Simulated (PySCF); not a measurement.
A run for PySCF: R-M06-2X/def2-TZVPP on H3InO2 (SMILES [OH][InH][OH]), a point of a torsion scan. Elements past Kr take the def2 small-core potentials; no spin–orbit coupling.

```python
from pyscf import gto, dft

mol = gto.M(
    atom='''
    O    -1.75986430   -0.44111656    0.32201420
    In   -0.20800797    0.70675980    0.35465187
    O     1.03233600    0.11672415   -1.01883843
    H    -1.89358379   -0.76348330   -0.57095740
    H     0.03141084    1.93712486    1.46802962
    H     1.86861991    0.56443635   -1.12604493
    ''',
    basis='def2-tzvpp',
    ecp={'In': 'def2-tzvpp'},
    charge=0, spin=0, verbose=4, max_memory=1800)
mf = dft.RKS(mol, xc='m062x').density_fit(auxbasis='def2-universal-jkfit')
mf.grids.level = 4
mf.conv_tol = 1e-9
mf.max_cycle = 150
mf.kernel()
mf.dip_moment()
```

It printed:

```
PySCF version 2.14.0

[INPUT] verbose = 4
[INPUT] num. atoms = 6
[INPUT] num. electrons = 40
[INPUT] charge = 0
[INPUT] spin (= nelec alpha-beta = 2S) = 0
[INPUT] symmetry False subgroup None
[INPUT] Mole.unit = angstrom
[INPUT] Symbol           X                Y                Z      unit          X                Y                Z       unit  Magmom
[INPUT]  1 O     -1.759864300000  -0.441116560000   0.322014200000 AA   -3.325661543399  -0.833589487410   0.608518646221 Bohr   0.0
[INPUT]  2 In    -0.208007970000   0.706759800000   0.354651870000 AA   -0.393078095027   1.335582457852   0.670194903865 Bohr   0.0
[INPUT]  3 O      1.032336000000   0.116724150000  -1.018838430000 AA    1.950832308529   0.220576675623  -1.925325597882 Bohr   0.0
[INPUT]  4 H     -1.893583790000  -0.763483300000  -0.570957400000 AA   -3.578354757016  -1.442774337679  -1.078953114794 Bohr   0.0
[INPUT]  5 H      0.031410840000   1.937124860000   1.468029620000 AA    0.059357884943   3.660635454486   2.774173924549 Bohr   0.0
[INPUT]  6 H      1.868619910000   0.564436350000  -1.126044930000 AA    3.531179860809   1.066630116249  -2.127916521655 Bohr   0.0

nuclear repulsion = 132.472998715922
number of shells = 56
number of NR pGTOs = 231
number of NR cGTOs = 154
basis = def2-tzvpp
ecp = {'In': 'def2-tzvpp'}


******** <class 'pyscf.df.df_jk.DFRKS'> ********
method = DFRKS
initial guess = minao
damping factor = 0
level_shift factor = 0
DIIS = <class 'pyscf.scf.diis.CDIIS'>
diis_start_cycle = 1
diis_space = 8
diis_damp = 0
SCF conv_tol = 1e-09
SCF conv_tol_grad = None
SCF max_cycles = 150
direct_scf = False
XC library pyscf.dft.libxc version 7.1.2
    S. Lehtola, C. Steigemann, M. J. T. Oliveira, and M. A. L. Marques,  SoftwareX 7, 1–5 (2018)
XC functionals = m062x
    Y. Zhao and D. G. Truhlar,  Theor. Chem. Acc. 120, 215 (2008)
    Y. Zhao and D. G. Truhlar,  Theor. Chem. Acc. 120, 215 (2008)
radial grids:
    Treutler-Ahlrichs [JCP 102, 346 (1995); DOI:10.1063/1.469408] (M4) radial grids

becke partition: Becke, JCP 88, 2547 (1988); DOI:10.1063/1.454033
pruning grids: <function nwchem_prune>
grids dens level: 4
symmetrized grids: False
atomic radii adjust function: <function treutler_atomic_radii_adjust>
small_rho_cutoff = 0
Set gradient conv threshold to 3.16228e-05
Initial guess from minao.
tot grids = 135776
******** <class 'pyscf.df.df.DF'> ********
auxbasis = def2-universal-jkfit
init E= -309.432345450689
  HOMO = -0.738972455271535  LUMO = -0.452072400312051  gap/eV = 7.80695
cycle= 1 E= -341.655684818919  delta_E= -32.2  |g|= 1.94  |ddm|=   47
  HOMO = -0.148643731088767  LUMO = 0.029193992012937  gap/eV = 4.83921
cycle= 2 E= -341.676758599753  delta_E= -0.0211  |g|= 2.09  |ddm|= 6.02
  HOMO = -0.364258462271984  LUMO = -0.014381006893849  gap/eV = 9.52065
cycle= 3 E= -342.33388803691  delta_E= -0.657  |g|= 0.269  |ddm|=  1.9
  HOMO = -0.347592475054705  LUMO = -0.0210461291925839  gap/eV = 8.88578
cycle= 4 E= -342.341294025316  delta_E= -0.00741  |g|= 0.17  |ddm|= 0.249
  HOMO = -0.363945132150101  LUMO = -0.0224542074432996  gap/eV = 9.29244
cycle= 5 E= -342.346090341483  delta_E= -0.0048  |g|= 0.00977  |ddm|= 0.166
  HOMO = -0.364284904237318  LUMO = -0.0228486732224908  gap/eV = 9.29095
cycle= 6 E= -342.346109552364  delta_E= -1.92e-05  |g|= 0.00448  |ddm|= 0.0167
  HOMO = -0.364457025203297  LUMO = -0.0229976292520071  gap/eV = 9.29158
cycle= 7 E= -342.346112645526  delta_E= -3.09e-06  |g|= 0.00261  |ddm|= 0.00612
  HOMO = -0.364504067292143  LUMO = -0.0230090192303756  gap/eV = 9.29255
cycle= 8 E= -342.346113894271  delta_E= -1.25e-06  |g|= 0.000436  |ddm|= 0.00235
  HOMO = -0.364484460134419  LUMO = -0.0229897810196533  gap/eV = 9.29254
cycle= 9 E= -342.346113956122  delta_E= -6.19e-08  |g|= 8.36e-05  |ddm|= 0.000573
  HOMO = -0.364484161665862  LUMO = -0.0229864145709939  gap/eV = 9.29263
cycle= 10 E= -342.346113961152  delta_E= -5.03e-09  |g|= 1.98e-05  |ddm|= 0.000174
  HOMO = -0.364486725955779  LUMO = -0.0229887137350211  gap/eV = 9.29263
cycle= 11 E= -342.34611396149  delta_E= -3.39e-10  |g|= 5.18e-06  |ddm|= 5.36e-05
  HOMO = -0.364486273402493  LUMO = -0.0229879920148512  gap/eV = 9.29264
Extra cycle  E= -342.346113961495  delta_E= -4.77e-12  |g|= 3.75e-06  |ddm|= 1.07e-05
converged SCF energy = -342.346113961495
Dipole moment(X, Y, Z, Debye):  1.28029,  1.99776, -0.03781
```

The calculation finished and met its thresholds.

Cost: around 18 core-seconds (rough).
